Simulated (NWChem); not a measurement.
# Si$_{2}$NH$_{5}$ClF; SMILES N[Si@@](F)([SiH3])Cl

```xyz
10

N      1.3778     0.3990     1.3255
Si     0.3207     0.1180     0.0196
F      1.0131     0.3517    -1.4370
Si    -0.5590    -2.0418     0.0358
Cl    -1.1699     1.5412     0.1470
H      1.5744     1.3390     1.6519
H      2.1233    -0.2498     1.5505
H     -1.4116    -2.2205     1.2485
H     -1.3787    -2.2687    -1.1907
H      0.5545    -3.0403     0.0735
```
Atoms are numbered in this order, from 1.

All runs: NWChem. All runs use the structure optimised with PBE0/def2-SVP. GIAO values for the isolated, static molecule; σ is the absolute isotropic shielding, δ = σ(reference) − σ with the isolated reference molecule computed at the same levels (19F: trichlorofluoromethane, 1H: tetramethylsilane, 15N: ammonia, 29Si: tetramethylsilane).

For level PBE0/pcSseg-1:

* **δ N1 (ppm)**: 50.4
* **δ F3 (ppm)**: -88.5
* **δ Si4 (ppm)**: -109.3
* **σ Cl5 (ppm)**: 876.6

Question: How do the values read with level KT2/pcSseg-1 instead?

Answer: The δ N1 (ppm) comes out as 55.0 and the δ F3 (ppm) is -98.1. The δ Si4 (ppm) is -113.1 and the σ Cl5 (ppm) is 853.3.
